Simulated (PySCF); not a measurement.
C₄H₈F₃NSi.
SMILES with atom numbers: `[F:1][C:2]([F:3])([F:4])[Si@@H:5]1[CH2:6][CH2:7][CH2:8][NH:9]1` (hydrogens: H10 on Si5; H11, H12 on C6; H13, H14 on C7; H15, H16 on C8; H17 on N9)

The same species was optimised twice, with GFN2-xTB and with PBE0-D3(BJ)/def2-SVP (PySCF), and the same property calculations (PySCF, gas phase) were run on both structures.

```
      coordinate  GFN2-xTB  PBE0-D3(BJ)/def2-SVP  change
      Si5–N9 (Å)     1.701                 1.722  +0.021
      Si5–C6 (Å)     1.890                 1.880  -0.010
       C6–C7 (Å)     1.529                 1.538  +0.009
      C2–Si5 (Å)     1.940                 1.934  -0.006
       C2–F3 (Å)     1.351                 1.346  -0.005
       C2–F4 (Å)     1.348                 1.344  -0.004
       C8–N9 (Å)     1.454                 1.455  +0.001
       F1–C2 (Å)     1.346                 1.346   0.000
       C7–C8 (Å)     1.531                 1.531   0.000
   C2–Si5–C6 (°)     117.2                 110.1    -7.1
   C2–Si5–N9 (°)     108.7                 112.6    +3.9
   F1–C2–Si5 (°)     114.7                 111.6    -3.1
   C6–Si5–N9 (°)      91.8                  94.4    +2.6
   Si5–N9–C8 (°)     114.9                 112.9    -2.0
   Si5–C6–C7 (°)     100.6                 102.3    +1.7
    F3–C2–F4 (°)     105.6                 107.0    +1.4
    C7–C8–N9 (°)     107.7                 106.5    -1.2
F1–C2–Si5–C6 (°)        43                    46      +3
```

Rotational constants: A = 2756, B = 856.0, C = 786.7 MHz (GFN2-xTB) against A = 2593, B = 907.5, C = 839.9 MHz (PBE0-D3(BJ)/def2-SVP). Some torsions differ by more than 30° (C2–Si5–N9–C8 137° against 107°), so the changes below aren't those of bond lengths and angles alone. Point groups within 0.08 Å: C1 and C1. Atoms that the bonding makes alike are paired by their places after alignment.

On the GFN2-xTB structure: HOMO (eV) -6.99 [PBE0/pcSseg-1]; LUMO (eV) 0.59 [PBE0/pcSseg-1]; dipole (D) 3.41 [PBE0/pcSseg-1]; GIAO shielding of F1/F3/F4 (mean) (ppm) 252.3 [PBE0/pcSseg-1]; GIAO shielding of C2 (ppm) 49.2 [PBE0/pcSseg-1]; GIAO shielding of Si5 (ppm) 367.3 [PBE0/pcSseg-1]; GIAO shielding of C6 (ppm) 176.1 [PBE0/pcSseg-1]; GIAO shielding of C7 (ppm) 159.9 [PBE0/pcSseg-1]; GIAO shielding of C8 (ppm) 138.9 [PBE0/pcSseg-1]; GIAO shielding of N9 (ppm) 240.2 [PBE0/pcSseg-1].

What do these properties become on the PBE0-D3(BJ)/def2-SVP structure?

| property | level | on GFN2-xTB | on PBE0-D3(BJ)/def2-SVP | change |
| --- | --- | --- | --- | --- |
| HOMO (eV) | PBE0/pcSseg-1 | -6.99 | -7.03 | -0.04 |
| LUMO (eV) | PBE0/pcSseg-1 | 0.59 | 0.67 | +0.08 |
| dipole (D) | PBE0/pcSseg-1 | 3.41 | 2.87 | -0.54 |
| energy, GFN2-xTB geometry as zero (kcal/mol) | PBE0/pcSseg-1 | 0.0 | -2.7 | -2.7 |
| GIAO shielding of F1/F3/F4 (mean) (ppm) | PBE0/pcSseg-1 | 252.3 | 258.5 | +6.2 |
| GIAO shielding of C2 (ppm) | PBE0/pcSseg-1 | 49.2 | 50.0 | +0.8 |
| GIAO shielding of Si5 (ppm) | PBE0/pcSseg-1 | 367.3 | 365.8 | -1.5 |
| GIAO shielding of C6 (ppm) | PBE0/pcSseg-1 | 176.1 | 176.7 | +0.6 |
| GIAO shielding of C7 (ppm) | PBE0/pcSseg-1 | 159.9 | 156.0 | -3.9 |
| GIAO shielding of C8 (ppm) | PBE0/pcSseg-1 | 138.9 | 136.5 | -2.4 |
| GIAO shielding of N9 (ppm) | PBE0/pcSseg-1 | 240.2 | 232.2 | -8.0 |

The heavy atoms differ by 0.195 Å rms after alignment. Among bonds between heavy atoms Si5–N9 changes most (+0.021 Å). Changes are differences of the printed values. Neither structure is proved a minimum here.
